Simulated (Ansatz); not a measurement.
Total energies of Ga2O2 from Ansatz at PBE0-D4/def2-TZVP, gas phase (1 Eh = 27.2114 eV = 2625.5 kJ/mol). The reference geometry is relaxed at PBE-D4/def2-SVP.

```xyz
4

Ga    0.418    0.529   -0.625
Ga   -1.214   -1.536    1.815
O    -0.378   -0.479    0.569
O     1.173    1.487   -1.759
```

| state | geometry | energy (Eh) |
| --- | --- | --- |
| charge 0 singlet | reference | -3999.60063 |
| charge 1 doublet | reference | -3999.26424 |
| charge 0 triplet | relaxed at PBE-D4/def2-SVP | -3999.54951 |
| charge 0 quintet | relaxed at PBE-D4/def2-SVP | -3999.41879 |
| free Ga atom (doublet) | – | -1924.55212 |
| free O atom (triplet) | – | -75.01860 |

Work out the vertical ionisation energy to the doublet.

E(charge 1 doublet) − E(charge 0 singlet) = -3999.26424 − (-3999.60063) = 0.33639 Eh = 9.15 eV. For comparison, −ε of the highest occupied level is 7.32 eV at this level, 1.83 eV less.

Which of the charge 0 states is lowest, and how far above it are the others?

The singlet. triplet: -3999.54951 − (-3999.60063) = 0.05112 Eh = 134.2 kJ/mol; quintet: -3999.41879 − (-3999.60063) = 0.18184 Eh = 477.4 kJ/mol. The triplet differs in its bonds from the reference.

What is the binding energy per atom against free atoms?

Atoms: 2 × (-1924.55212) + 2 × (-75.01860) = -3999.14144 Eh. Binding: -3999.14144 − (-3999.60063) = 0.45919 Eh = 12.50 eV, or 3.12 eV for each of 4 atoms (no zero-point energy, no counterpoise term).

The structure comes from a short search, and lower isomers may exist.
